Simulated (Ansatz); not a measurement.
One change: `Cc1ccc(N(C)C)cc1` becomes `Cc1ccc(S(C)(=O)=O)cc1`.

Ansatz, PBE0-D4/def2-TZVP geometries, multiplicity 1. Each molecule was computed in one conformer, which needn't be the lowest.

```
                                          property  `Cc1ccc(N(C)C)cc1`
           HOMO–LUMO gap (ωB97M-V/def2-TZVPP) / eV                9.39
                 HOMO energy (PBE/def2-TZVPP) / eV               -4.40
                LUMO energy (PBE0/def2-TZVPP) / eV                0.07
size of the dipole moment (ωB97M-V/def2-TZVPP) / D                1.48
  size of the dipole moment (B3LYP/def2-TZVPP) / D                1.59
                HOMO energy (PBE0/def2-TZVPP) / eV               -5.37
```

Give the same properties after the change, and the shifts. (Estimate.)

The calculation gave: 
```tsv
property	`Cc1ccc(S(C)(=O)=O)cc1`	shift
HOMO–LUMO gap (ωB97M-V/def2-TZVPP) / eV	10.54	1.15
HOMO energy (PBE/def2-TZVPP) / eV	-6.61	-2.21
LUMO energy (PBE0/def2-TZVPP) / eV	-1.18	-1.25
size of the dipole moment (ωB97M-V/def2-TZVPP) / D	5.34	3.86
size of the dipole moment (B3LYP/def2-TZVPP) / D	5.33	3.74
HOMO energy (PBE0/def2-TZVPP) / eV	-7.67	-2.30
```

With PBE0 the HOMO falls by 2.30 eV and the LUMO falls by 1.25 eV, so the gap widens by about 1.05 eV. PBE moves the HOMO by -2.21 eV and ωB97M-V by -2.37 eV. Dipoles are sizes alone; their direction can turn.

B3LYP here is the variant with VWN-RPA as its local correlation; programs differ in this.
